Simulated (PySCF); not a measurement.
FH4N2OTa, SMILES [NH2][Ta](=[O])([F])[NH2], multiplicity 1. Atoms are numbered in the order given.

```xyz
9

Ta     0.0349    -0.0243     0.0000
O      1.7540     0.1631     0.0000
F     -0.5227    -1.8538     0.0000
N     -0.6169     0.8855    -1.6451
H     -1.5946     1.0144    -1.9035
H     -0.0234     1.3626    -2.3212
N     -0.6169     0.8855     1.6451
H     -0.0234     1.3626     2.3212
H     -1.5946     1.0144     1.9035
```

Geometry optimised at B3LYP-D3(BJ)/def2-SVP. The spin state was assumed, not searched. The def2 effective core potentials stand for the cores of Ta; spin–orbit coupling is left out. The values are those of a single conformer.

Method: TDA-PBE0/def2-SVPD (PySCF 2.14.0).

Vertical excitations. Isolated molecule, no solvent. State labels are in the subgroup Cs.

```
state  symmetry  energy (eV)  λ (nm)      f                                                                  main pairs
-----  --------  -----------  ------  -----  --------------------------------------------------------------------------
S1           A'         5.74     216  0.020                                                              HOMO→LUMO 89 %
S2           A"         5.94     209  0.037                                          HOMO→LUMO+1 64 %, HOMO−1→LUMO 31 %
S3           A"         6.31     197  0.009                                          HOMO→LUMO+2 77 %, HOMO−1→LUMO 12 %
S4           A"         6.50     191  0.033       HOMO−1→LUMO 33 %, HOMO−2→LUMO 32 %, HOMO→LUMO+2 16 %, HOMO→LUMO+1 9 %
S5           A"         6.74     184  0.019     HOMO−2→LUMO 49 %, HOMO−1→LUMO 16 %, HOMO−3→LUMO+1 15 %, HOMO→LUMO+3 9 %
S6           A'         6.78     183  0.005                                                          HOMO−1→LUMO+1 70 %
S7           A"         6.89     180  0.073                                                            HOMO→LUMO+3 78 %
S8           A'         6.95     178  0.015  HOMO−1→LUMO+2 30 %, HOMO−3→LUMO 26 %, HOMO−2→LUMO+1 20 %, HOMO→LUMO+4 13 %
S9           A'         7.05     176  0.016  HOMO→LUMO+4 43 %, HOMO−1→LUMO+2 17 %, HOMO−3→LUMO 17 %, HOMO−2→LUMO+1 11 %
S10          A"         7.08     175  0.030                      HOMO−4→LUMO 43 %, HOMO−3→LUMO+1 34 %, HOMO−2→LUMO 10 %
T1           A'         5.21     238      0                                                              HOMO→LUMO 88 %
T2           A"         5.25     236      0                                          HOMO→LUMO+1 73 %, HOMO→LUMO+2 14 %
T3           A'         5.88     211      0                     HOMO−3→LUMO 52 %, HOMO−1→LUMO+1 14 %, HOMO−2→LUMO+1 9 %
T4           A"         5.93     209      0                        HOMO−1→LUMO 57 %, HOMO→LUMO+1 20 %, HOMO→LUMO+2 16 %
```
Triplets are in the Tamm–Dancoff approximation.
